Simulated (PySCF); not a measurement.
Ionisation energy of Si²⁺ by level of theory

Si²⁺ [Ne] 3s2 (1S) → Si³⁺ [Ne] 3s1 (2S), as a difference of total energies. All numbers are calculated (PySCF 2.14, the non-relativistic Hamiltonian (point nucleus), in aug-cc-pV(Q+d)Z (7s6p5d3f2g, 89 functions)). Correlated levels: valence: [Ne] frozen. The calculations carry no spin-orbit coupling.

```tsv
method	ionisation energy (eV)	error (eV)
UHF	31.957	-1.536
LDA	33.534	+0.041
PBE	33.392	-0.101
PBE0	33.251	-0.242
r2SCAN	32.870	-0.623
MN15	33.111	-0.382
BLYP	33.486	-0.007
M06	33.454	-0.039
B2PLYP	33.285	-0.208
MP2 (valence)	32.863	-0.630
SCS-MP2 (valence)	33.044	-0.449
```

Reference: 33.493 eV (measured; NIST Atomic Spectra Database, ionization energies).

Errors of the correlated levels include the incompleteness of this basis and the frozen core.

MP2 underrates the near-degeneracy of ns² with np² in the lower species.
